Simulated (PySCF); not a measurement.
Isomers of C7H11ClO.

All values: PBE0/pcSseg-1 (PySCF) at PBE0-D3(BJ)/def2-SVP geometries, gas phase, one conformer each.

Question: Rank by HOMO–LUMO gap, highest first.
A. `[CH3:1][CH2:2][C:3]([C:4](=[O:5])[Cl:6])=[C:7]([CH3:8])[CH3:9]` with C1–C2–C3–C4 92°, C2–C3–C4–O5 168°
B. `[O:1]=[C:2]([Cl:3])[CH:4]1[CH2:5][CH2:6][CH2:7][CH2:8][CH2:9]1` with O1–C2–C4–C5 127°, C2–C4–C5–C6 -71°, C4–C5–C6–C7 -56°, C5–C6–C7–C8 55°, C6–C7–C8–C9 -54°
C. `[CH3:1]/[CH:2]=[C:3](\[C:4](=[O:5])[Cl:6])[CH:7]([CH3:8])[CH3:9]` with C2–C3–C4–O5 -124°, C2–C3–C7–C8 -127°

Answer: B (7.34 eV), C (6.12 eV), A (5.78 eV).

All values together:

```csv
SMILES,μ (D),HOMO (eV),LUMO (eV),lowest IAO charge (e),highest IAO charge (e),lowest Hirshfeld charge (e),highest Hirshfeld charge (e)
C/C(=C/C(C)C)C(=O)Cl,3.37,-7.84,-1.96,-0.417 (C),+0.353 (C),-0.181 (O),+0.177 (C)
C/C=C(\C(=O)Cl)C(C)C,3.22,-7.63,-1.51,-0.423 (C),+0.363 (C),-0.180 (O),+0.191 (C)
CCC(C(=O)Cl)=C(C)C,4.20,-7.55,-1.77,-0.422 (C),+0.351 (C),-0.188 (O),+0.172 (C)
O=C(Cl)C1CCCCC1,3.05,-8.35,-1.01,-0.340 (O),+0.371 (C),-0.180 (O),+0.196 (C)
```

Conformers: `[CH3:1]/[C:2](=[CH:3]/[CH:4]([CH3:5])[CH3:6])[C:7](=[O:8])[Cl:9]` with C2–C3–C4–C5 146°, C1–C2–C7–O8 -165°; `[CH3:1]/[CH:2]=[C:3](\[C:4](=[O:5])[Cl:6])[CH:7]([CH3:8])[CH3:9]` with C2–C3–C4–O5 -124°, C2–C3–C7–C8 -127°; `[CH3:1][CH2:2][C:3]([C:4](=[O:5])[Cl:6])=[C:7]([CH3:8])[CH3:9]` with C1–C2–C3–C4 92°, C2–C3–C4–O5 168°; `[O:1]=[C:2]([Cl:3])[CH:4]1[CH2:5][CH2:6][CH2:7][CH2:8][CH2:9]1` with O1–C2–C4–C5 127°, C2–C4–C5–C6 -71°, C4–C5–C6–C7 -56°, C5–C6–C7–C8 55°, C6–C7–C8–C9 -54°.
